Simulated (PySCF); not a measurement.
# Electron correlation in O⁺ (oxygen, charge +1)

[He] 2s2 2p3, high-spin 4S determinant. Calculation: PySCF 2.14, in def2-QZVPPD (8s5p4d2f1g, 66 functions); no relativity, point nucleus. Frozen: nothing; 7 electrons correlated.

| level | correlation energy (mhartree) |
| --- | --- |
| CCSD | -143.67 |
| (T) | -2.05 |
| CCSD(T) | -145.72 |

Diagnostics: T1 = 0.0035, D1 = 0.0105, largest double amplitude 0.029.

Cost of the coupled-cluster step: of the order of 7 core-seconds, for 7 correlated electrons.

Iterations:

```
CC2 = 0
CCSD nocc = (np.int64(5), np.int64(2)), nmo = (66, 66)
frozen orbitals [[], []]
max_cycle = 100
direct = 0
conv_tol = 1e-08
conv_tol_normt = 1e-06
diis_space = 8
diis_start_cycle = 0
Init t2, MP2 energy = -0.129304276545855
Init E_corr(UCCSD) = -0.129304276547653
cycle = 1  E_corr(UCCSD) = -0.14069370771349  dE = -0.0113894312  norm(t1,t2) = 0.0228821
cycle = 2  E_corr(UCCSD) = -0.142779433749332  dE = -0.00208572604  norm(t1,t2) = 0.00772873
cycle = 3  E_corr(UCCSD) = -0.143711434829179  dE = -0.00093200108  norm(t1,t2) = 0.0032186
cycle = 4  E_corr(UCCSD) = -0.143659278473667  dE = 5.21563555e-05  norm(t1,t2) = 0.000490266
cycle = 5  E_corr(UCCSD) = -0.143666775950412  dE = -7.49747674e-06  norm(t1,t2) = 0.00011107
cycle = 6  E_corr(UCCSD) = -0.143667249761969  dE = -4.73811557e-07  norm(t1,t2) = 1.28771e-05
cycle = 7  E_corr(UCCSD) = -0.143667189162929  dE = 6.05990402e-08  norm(t1,t2) = 2.75526e-06
cycle = 8  E_corr(UCCSD) = -0.143667193284868  dE = -4.12193907e-09  norm(t1,t2) = 4.48731e-07
UCCSD converged
E(UCCSD) = -74.5205130885978  E_corr = -0.1436671932848676
UCCSD(T) correction = -0.00205148052316212
```

This basis was not built for core-valence correlation, so the inner-shell part is incomplete.
